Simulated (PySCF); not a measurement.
Start geometry of `C=C(CC#[N+]C)C1CC1` from GFN2-xTB (Å):
```
atom  x, y, z in Å
C1    -0.6749   -2.3575   -0.0849
C2    -0.7253   -1.0654    0.2077
C3     0.2372   -0.4955    1.2632
C4     1.3626   -0.0103    0.5793
N5     2.2468    0.3279   -0.0786
C6     3.3070    0.7382   -0.8578
C7    -1.6594   -0.1222   -0.4286
C8    -1.3632    1.3505   -0.5585
C9    -2.4342    0.8960    0.3747
H10    0.0167   -3.0358    0.3837
H11   -1.3538   -2.7929   -0.7961
H12   -0.2407    0.3052    1.8355
H13    0.5465   -1.2822    1.9583
H14    4.2361    0.6356   -0.2934
H15    3.1669    1.7831   -1.1421
H16    3.3530    0.1184   -1.7557
H17   -2.1976   -0.5753   -1.2510
H18   -0.4448    1.7434   -0.1453
H19   -1.6540    1.8352   -1.4769
H20   -2.2708    0.9601    1.4402
H21   -3.4630    1.0606    0.0983
```

Question: What comes out of this run: PBE0-D3(BJ)/def2-SVP geometry optimisation, gas phase (PySCF 2.14.0)?

Answer: 
```
atom  x, y, z in Å
C1    -0.595   -2.781    0.032
C2    -0.627   -1.470    0.297
C3     0.349   -0.904    1.322
C4     1.509   -0.369    0.648
N5     2.423    0.016    0.068
C6     3.540    0.488   -0.661
C7    -1.554   -0.523   -0.362
C8    -1.266    0.954   -0.504
C9    -2.338    0.499    0.425
H10    0.091   -3.467    0.535
H11   -1.285   -3.216   -0.695
H12   -0.087   -0.099    1.939
H13    0.710   -1.684    2.014
H14    4.443    0.375   -0.045
H15    3.383    1.548   -0.907
H16    3.636   -0.102   -1.583
H17   -2.091   -0.980   -1.197
H18   -0.355    1.376   -0.066
H19   -1.548    1.429   -1.447
H20   -2.166    0.577    1.503
H21   -3.383    0.648    0.142
```

The energy falls by 2.5 kcal/mol over 7 energy and gradient evaluations, the largest force component goes from 0.0267 to 2.8e-04 Eh/bohr, and the atoms move by 0.084 Å rms after alignment. The bond that changes most is C3–C4 (ends: allylic carbon; triply bonded carbon), which lengthens by 0.041 Å. Bonds longer at the end by more than 0.005 Å: 16 of 21; shorter: 1. Among the angles that change most is C3–C4–N5, from 174.0° to 177.0°. Rotational constants go from 2425, 1041, 856.4 to 2404, 1001, 818.7 MHz. The orientation of the end geometry is arbitrary; only internal coordinates are fixed.

The run used 186 basis functions and 51 SCF cycles in all. The run took about 2.5 min of CPU time (one thread, shared machine).

Not checked by PBE0-D3(BJ)/def2-SVP frequencies.

One conformer stands for the species.
